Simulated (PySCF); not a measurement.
## Simulated characterisation data

- GIAO PBE0/pcSseg-1 shieldings
- J: B3LYP/pcJ-1
- structure optimised with GFN2-xTB
- code: PySCF 2.14.0 with density-fitted response routines
- relativity neglected, fast rotation and ring inversion assumed for equivalent nuclei, gas phase, single conformer

Chemical shifts δ = σref − σ; TMS for $^{1}$H (31.72 ppm), $^{13}$C (186.93 ppm), all at this level. Multiplet labels drop J under 1 Hz and among equivalent protons, and merge close values. Unscaled 3J(H,H) run several per cent high. Splittings of carbon signals by F and P are missing where no couplings were computed. Where no couplings were computed, multiplicities follow the n + 1 count of equivalent neighbours, and m marks all less simple cases (inequivalent or close neighbours, rings, F or P nearby). Shifts are as computed. Against solution values, carbons near 30 ppm lie about +3 ppm off and those near 130 ppm about +5 ppm. Of 1211 compounds with measured shifts, 218 miss one by over three times the rms of a fit or turn the order of signals round; such compounds aren't used in these exercises.

**1.** `C#CC/P=P/C(C)(C)C`, C$_{7}$H$_{12}$P$_{2}$. $^{1}$H NMR (600 MHz, computed): δ 3.95 (m, 2H), 1.76 (t, 1H), 1.63 (m, 9H). $^{13}$C{$^{1}$H} NMR (computed): δ 84.9, 80.7, 45.8, 35.7, 27.4.

**2.** allene, C$_{3}$H$_{4}$. $^{1}$H NMR (600 MHz, computed): δ 4.89 (s, 4H). $^{13}$C{$^{1}$H} NMR (computed): δ 224.9 (C), 77.4 (CH2).
